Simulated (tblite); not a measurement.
Record of a relaxation.

Compound: C3H4B2F4.
Atom-mapped SMILES: `[CH3:1][CH:2]=[C:3]([B:4]([F:5])[F:6])[B:7]([F:8])[F:9]` (hydrogens: H10, H11, H12 on C1; H13 on C2)

Computed with GFN2-xTB (tblite), gas phase: L-BFGS steps from a force-field or distance-geometry start until the largest atomic force falls under 0.01 eV/Å. 14 of its 116 geometries are shown.

Step 0: E = -815.3359 eV, largest atomic force 4.347 eV/Å
```
atom  x, y, z in Å  |  force x, y, z in eV/Å
C1      1.900   -0.330   -0.237    0.868   0.320  -0.188
C2      0.732    0.463    0.254    1.289   0.540   0.690
C3     -0.524    0.108    0.077   -0.768  -0.605  -0.449
B4     -1.637    1.059    0.658   -0.581   2.053   1.621
F5     -1.557    2.425    0.181   -0.707  -3.197   1.520
F6     -2.378    0.764    1.861    1.657   1.070  -3.315
B7     -0.956   -1.174   -0.710   -4.263  -0.769   0.360
F8     -1.397   -2.292    0.098    1.216   2.132  -2.453
F9     -1.783   -0.891   -1.869    2.084  -1.327   2.351
H10     2.749   -0.332    0.496   -0.880  -0.059  -0.537
H11     2.292    0.191   -1.144   -0.235  -0.427   0.544
H12     1.633   -1.369   -0.515    0.038   0.687   0.226
H13     0.922    1.379    0.832    0.283  -0.419  -0.370
```

Step 9: E = -816.9819 eV, largest atomic force 0.204 eV/Å
```
atom  x, y, z in Å  |  force x, y, z in eV/Å
C1      1.928   -0.320   -0.249   -0.095   0.004   0.016
C2      0.764    0.447    0.263   -0.143  -0.024  -0.018
C3     -0.526    0.120    0.111   -0.106   0.095  -0.006
B4     -1.567    1.130    0.716   -0.050  -0.056  -0.047
F5     -1.664    2.369    0.282   -0.036   0.013   0.123
F6     -2.373    0.824    1.709   -0.093   0.057  -0.050
B7     -1.174   -1.118   -0.617    0.194   0.042   0.049
F8     -1.345   -2.296   -0.056    0.056   0.013   0.014
F9     -1.704   -1.029   -1.823    0.050   0.043   0.089
H10     2.722   -0.335    0.495   -0.002  -0.054  -0.068
H11     2.305    0.181   -1.142    0.061  -0.061   0.035
H12     1.629   -1.333   -0.507    0.079  -0.015  -0.043
H13     0.999    1.360    0.802    0.085  -0.057  -0.093
```

Step 18: E = -817.0214 eV, largest atomic force 0.181 eV/Å
```
atom  x, y, z in Å  |  force x, y, z in eV/Å
C1      1.909   -0.358   -0.272   -0.083   0.097   0.052
C2      0.762    0.449    0.237   -0.120   0.019   0.021
C3     -0.545    0.163    0.141   -0.024   0.029   0.034
B4     -1.619    1.157    0.728    0.108   0.040   0.086
F5     -1.695    2.425    0.378    0.082  -0.035  -0.014
F6     -2.502    0.822    1.648    0.021  -0.106  -0.145
B7     -1.142   -1.104   -0.576    0.118  -0.003  -0.018
F8     -1.231   -2.301   -0.037    0.007   0.068  -0.058
F9     -1.646   -1.015   -1.793   -0.024  -0.084   0.098
H10     2.687   -0.385    0.489    0.002  -0.077  -0.030
H11     2.326    0.154   -1.140    0.008  -0.056  -0.010
H12     1.636   -1.374   -0.555   -0.107   0.130   0.027
H13     1.055    1.367    0.735    0.012  -0.021  -0.042
```

Step 27: E = -817.0861 eV, largest atomic force 0.177 eV/Å
```
atom  x, y, z in Å  |  force x, y, z in eV/Å
C1      1.825   -0.379   -0.303    0.076   0.025   0.016
C2      0.777    0.536    0.218   -0.053  -0.046  -0.038
C3     -0.530    0.235    0.198   -0.064  -0.041  -0.069
B4     -1.641    1.182    0.744    0.002   0.007  -0.003
F5     -1.602    2.493    0.619   -0.011  -0.015   0.118
F6     -2.723    0.715    1.343    0.074   0.127  -0.099
B7     -1.037   -1.089   -0.491    0.085  -0.053  -0.026
F8     -0.942   -2.301    0.012   -0.026   0.004   0.065
F9     -1.582   -1.059   -1.691   -0.078  -0.007   0.025
H10     2.578   -0.556    0.460    0.045  -0.042   0.118
H11     2.344    0.079   -1.143   -0.027   0.051  -0.103
H12     1.397   -1.329   -0.616    0.061   0.055  -0.026
H13     1.131    1.473    0.633   -0.083  -0.065   0.022
```

Step 35: E = -817.1161 eV, largest atomic force 0.270 eV/Å
```
atom  x, y, z in Å  |  force x, y, z in eV/Å
C1      1.840   -0.360   -0.305   -0.126   0.007  -0.009
C2      0.775    0.538    0.206   -0.136   0.053   0.034
C3     -0.533    0.238    0.143   -0.106  -0.074   0.128
B4     -1.627    1.200    0.710    0.034   0.084   0.022
F5     -1.502    2.515    0.796    0.088  -0.242  -0.008
F6     -2.774    0.747    1.181    0.013   0.037  -0.078
B7     -1.026   -1.125   -0.483   -0.069   0.062  -0.048
F8     -0.884   -2.317    0.059    0.020   0.117   0.021
F9     -1.650   -1.142   -1.643   -0.055  -0.059  -0.008
H10     2.564   -0.593    0.473    0.062   0.142  -0.056
H11     2.344    0.102   -1.151    0.151   0.092   0.098
H12     1.387   -1.280   -0.651    0.024  -0.257  -0.079
H13     1.081    1.476    0.648    0.100   0.037  -0.016
```

Step 44: E = -817.1718 eV, largest atomic force 0.101 eV/Å
```
atom  x, y, z in Å  |  force x, y, z in eV/Å
C1      1.843   -0.343   -0.323    0.015   0.037   0.003
C2      0.740    0.508    0.181   -0.017   0.016   0.012
C3     -0.572    0.218    0.098    0.001  -0.016  -0.028
B4     -1.610    1.210    0.693   -0.004   0.026  -0.007
F5     -1.310    2.449    1.045    0.015  -0.092  -0.014
F6     -2.863    0.874    0.928   -0.034   0.038  -0.026
B7     -1.077   -1.152   -0.488    0.006  -0.025   0.085
F8     -0.823   -2.289    0.130   -0.023  -0.075  -0.064
F9     -1.794   -1.289   -1.583    0.019   0.070   0.069
H10     2.555   -0.539    0.477   -0.025  -0.041   0.037
H11     2.390    0.198   -1.095   -0.022  -0.028  -0.058
H12     1.471   -1.283   -0.725    0.057   0.042  -0.001
H13     1.045    1.439    0.643    0.012   0.045  -0.010
```

Step 53: E = -817.1883 eV, largest atomic force 0.104 eV/Å
```
atom  x, y, z in Å  |  force x, y, z in eV/Å
C1      1.850   -0.324   -0.331    0.009   0.012  -0.010
C2      0.734    0.516    0.168   -0.010  -0.065   0.079
C3     -0.571    0.185    0.128   -0.038  -0.010  -0.096
B4     -1.607    1.203    0.683   -0.001   0.012   0.062
F5     -1.239    2.380    1.158   -0.049  -0.015  -0.020
F6     -2.903    0.972    0.764    0.059   0.010  -0.030
B7     -1.080   -1.187   -0.446   -0.032  -0.025   0.030
F8     -0.795   -2.348    0.110    0.041   0.005  -0.002
F9     -1.861   -1.292   -1.500   -0.003   0.064   0.022
H10     2.534   -0.534    0.490    0.028   0.005  -0.009
H11     2.409    0.222   -1.089    0.040   0.029  -0.003
H12     1.500   -1.260   -0.757   -0.040   0.001   0.032
H13     1.024    1.467    0.603   -0.002  -0.024  -0.053
```

Step 62: E = -817.1922 eV, largest atomic force 0.050 eV/Å
```
atom  x, y, z in Å  |  force x, y, z in eV/Å
C1      1.857   -0.322   -0.328   -0.007   0.004  -0.009
C2      0.733    0.505    0.170    0.015   0.006   0.046
C3     -0.573    0.176    0.134    0.015  -0.007  -0.034
B4     -1.605    1.205    0.676    0.009  -0.042   0.025
F5     -1.234    2.362    1.194   -0.023   0.029  -0.011
F6     -2.905    0.996    0.700   -0.014   0.013  -0.006
B7     -1.091   -1.194   -0.429    0.021   0.005  -0.022
F8     -0.766   -2.363    0.090    0.009   0.012  -0.016
F9     -1.906   -1.279   -1.458   -0.032  -0.004   0.027
H10     2.548   -0.534    0.487   -0.025   0.007   0.009
H11     2.414    0.238   -1.078    0.004  -0.015  -0.024
H12     1.506   -1.256   -0.756    0.016  -0.030  -0.005
H13     1.017    1.467    0.579    0.013   0.022   0.021
```

Step 71: E = -817.2014 eV, largest atomic force 0.164 eV/Å
```
atom  x, y, z in Å  |  force x, y, z in eV/Å
C1      1.869   -0.331   -0.320   -0.014   0.008   0.002
C2      0.751    0.502    0.183   -0.007  -0.003   0.038
C3     -0.559    0.189    0.125    0.000  -0.039  -0.022
B4     -1.612    1.207    0.652   -0.024   0.028   0.002
F5     -1.278    2.355    1.214    0.002  -0.025  -0.028
F6     -2.912    0.994    0.597    0.038   0.034   0.026
B7     -1.095   -1.177   -0.427   -0.053  -0.064  -0.059
F8     -0.653   -2.350   -0.007   -0.028   0.067  -0.074
F9     -2.066   -1.260   -1.316    0.111  -0.005   0.121
H10     2.571   -0.532    0.490   -0.005   0.030  -0.001
H11     2.413    0.221   -1.087    0.007  -0.017   0.014
H12     1.520   -1.272   -0.732   -0.004  -0.011  -0.010
H13     1.046    1.455    0.610   -0.023  -0.003  -0.009
```

Step 80: E = -817.2079 eV, largest atomic force 0.086 eV/Å
```
atom  x, y, z in Å  |  force x, y, z in eV/Å
C1      1.890   -0.331   -0.300   -0.031   0.027   0.017
C2      0.755    0.481    0.198   -0.025   0.007   0.006
C3     -0.557    0.175    0.115   -0.022  -0.060   0.021
B4     -1.609    1.209    0.618    0.052   0.018  -0.028
F5     -1.267    2.334    1.220    0.014   0.019   0.002
F6     -2.908    1.047    0.486   -0.022   0.024   0.042
B7     -1.114   -1.180   -0.427   -0.057  -0.039  -0.039
F8     -0.562   -2.359   -0.206    0.085  -0.011  -0.003
F9     -2.245   -1.259   -1.095   -0.012   0.003  -0.028
H10     2.606   -0.485    0.508   -0.034  -0.038  -0.024
H11     2.413    0.224   -1.080   -0.021  -0.015   0.008
H12     1.563   -1.288   -0.697    0.041   0.028   0.040
H13     1.031    1.431    0.642    0.031   0.035  -0.015
```

Step 88: E = -817.2176 eV, largest atomic force 0.070 eV/Å
```
atom  x, y, z in Å  |  force x, y, z in eV/Å
C1      1.881   -0.336   -0.269    0.013  -0.021   0.016
C2      0.734    0.464    0.211    0.011  -0.005   0.008
C3     -0.580    0.156    0.117    0.003   0.004   0.000
B4     -1.602    1.225    0.611    0.039   0.019  -0.017
F5     -1.214    2.372    1.142    0.009  -0.015   0.001
F6     -2.907    1.092    0.538   -0.066  -0.015   0.018
B7     -1.119   -1.193   -0.455    0.002   0.001   0.035
F8     -0.458   -2.337   -0.426    0.010   0.002  -0.011
F9     -2.321   -1.306   -0.977   -0.039   0.000  -0.025
H10     2.603   -0.456    0.538    0.021   0.024  -0.001
H11     2.379    0.218   -1.067    0.021  -0.044   0.020
H12     1.589   -1.314   -0.634   -0.008   0.029  -0.031
H13     1.008    1.415    0.654   -0.016   0.020  -0.013
```

Step 97: E = -817.2190 eV, largest atomic force 0.050 eV/Å
```
atom  x, y, z in Å  |  force x, y, z in eV/Å
C1      1.884   -0.339   -0.258   -0.012  -0.009  -0.008
C2      0.733    0.465    0.209    0.014  -0.006   0.006
C3     -0.582    0.156    0.118    0.013   0.002  -0.013
B4     -1.605    1.224    0.613    0.040   0.020  -0.022
F5     -1.212    2.386    1.107    0.001   0.001   0.012
F6     -2.912    1.079    0.585   -0.017  -0.026   0.010
B7     -1.122   -1.189   -0.462    0.004  -0.008   0.005
F8     -0.447   -2.326   -0.471   -0.005  -0.012  -0.004
F9     -2.330   -1.306   -0.971   -0.007   0.013   0.005
H10     2.608   -0.454    0.548   -0.034   0.023   0.001
H11     2.389    0.200   -1.061    0.001   0.007   0.020
H12     1.589   -1.317   -0.620    0.005  -0.010  -0.005
H13     1.002    1.422    0.645   -0.001   0.005  -0.008
```

Step 106: E = -817.2204 eV, largest atomic force 0.013 eV/Å
```
atom  x, y, z in Å  |  force x, y, z in eV/Å
C1      1.888   -0.343   -0.248    0.000  -0.001  -0.005
C2      0.734    0.468    0.198    0.002  -0.002   0.000
C3     -0.580    0.158    0.105    0.004   0.001  -0.001
B4     -1.603    1.221    0.613    0.009   0.000  -0.005
F5     -1.215    2.401    1.067   -0.001   0.003   0.004
F6     -2.904    1.040    0.655   -0.010   0.001   0.003
B7     -1.128   -1.184   -0.476    0.008   0.003   0.008
F8     -0.458   -2.323   -0.513    0.006  -0.001   0.000
F9     -2.345   -1.287   -0.966   -0.011  -0.005  -0.004
H10     2.598   -0.445    0.573   -0.008  -0.004   0.003
H11     2.406    0.189   -1.047    0.006   0.005   0.001
H12     1.599   -1.325   -0.603   -0.003  -0.002  -0.001
H13     1.001    1.429    0.624   -0.004   0.001  -0.002
```

Step 115: E = -817.2207 eV, largest atomic force 0.010 eV/Å
```
atom  x, y, z in Å  |  force x, y, z in eV/Å
C1      1.886   -0.343   -0.252    0.000   0.000   0.000
C2      0.733    0.473    0.187    0.000  -0.001   0.003
C3     -0.581    0.162    0.100    0.000  -0.003   0.001
B4     -1.603    1.222    0.615    0.003  -0.006  -0.003
F5     -1.212    2.395    1.084    0.002   0.009  -0.001
F6     -2.905    1.043    0.655   -0.007  -0.003  -0.002
B7     -1.126   -1.185   -0.473   -0.007  -0.003  -0.002
F8     -0.453   -2.324   -0.496   -0.003   0.003   0.000
F9     -2.340   -1.295   -0.971    0.006   0.002   0.008
H10     2.580   -0.458    0.581   -0.001  -0.003  -0.001
H11     2.423    0.192   -1.036    0.002   0.001   0.003
H12     1.594   -1.319   -0.618    0.002   0.004  -0.006
H13     0.999    1.438    0.605    0.002   0.000   0.002
```

Task: Summarise the path.

Result: The energy falls by 43.46 kcal/mol from step 0 to step 115; nine tenths of that is first reached at step 21. It rises by more than 0.2 meV at steps 28 and 81. The largest force goes from 4.347 to 0.010 eV/Å. Among the bonds B7–F9 changes most, from 1.452 to 1.317 Å; the atoms move by 0.653 Å rms after alignment.

The cost below is that of the whole relaxation. Time: 1.7 s. Hardware: Intel Xeon at 2.50 GHz, one thread, no GPU, shared host with 64 logical CPUs at a one-minute load of 63.
